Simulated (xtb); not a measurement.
GaClBr2, SMILES [Br][Ga]([Br])[Cl]. All values are semi-empirical tight-binding results from xtb (GFN2-xTB unless named), good for trends rather than for accurate numbers. Geometry optimised at GFN2-xTB. The structure was generated by enumeration; whether it is a known compound was not checked.

For metal compounds this method's bond lengths and energies can be far off.

| Item | Result |
|---|---|
| point group as xtb finds it | C2v |
| orbital gap | 3.71 eV |
| zero-point energy | 1.7 kcal/mol |
| G − E(el) at 298.15 K (modified RRHO) | -19.6 kcal/mol |
